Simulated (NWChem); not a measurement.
# PbCl cation, singlet; SMILES [Cl][Pb+]

```xyz
2

Pb     0.0000     0.0000    -0.4150
Cl     0.0000     0.0000     1.9743
```
Atoms are numbered in this order, from 1.

Low-valent species are run as closed-shell singlets; no triplet was tried in these runs. Structure relaxed at the PBE0/def2-SVP level. def2 effective core potentials on Pb; no spin-orbit coupling.

Q: List the 4 lowest vertical singlet excitations from PBE/def2-SVPD with def2 effective core potentials on Pb, TDA (NWChem).

A: 
| state | energy (eV) | oscillator strength | leading excitation (squared amplitude) |
|---|---|---|---|
| S1 | 3.74 | 0.000 | HOMO−1 → LUMO (0.50) |
| S2 | 3.89 | 0.000 | HOMO−1 → LUMO (0.50) |
| S3 | 3.89 | 0.000 | HOMO−1 → LUMO+1 (0.50) |
| S4 | 4.54 | 0.015 | HOMO−2 → LUMO (0.99) |
